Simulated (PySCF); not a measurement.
C2H8O2Si2, SMILES O[Si@@H]1OC[SiH2]C1.

Geometry: PBE-D3(BJ)/def2-SVP. The structure was generated by enumeration; whether it is a known compound was not checked. Other conformers were not sampled.

Calculation: PBE0/def2-TZVP (PySCF).

Gas-phase values at a fixed geometry.

```yaml
total_energy: -810.16891 hartree
highest_occupied_level: -7.79 eV
lowest_empty_level: 0.34 eV
orbital_gap: 8.12 eV
dipole_moment: 2.08 D
quadrupole, principal values (traceless, Buckingham form, about the centre of nuclear charge): -8.43, 0.92, 7.51 D·Å
mean_static_polarisability: 78.4 bohr³ (11.62 Å³)
polarisability_principal_values: 70.6, 74.2, 90.4 bohr³
```
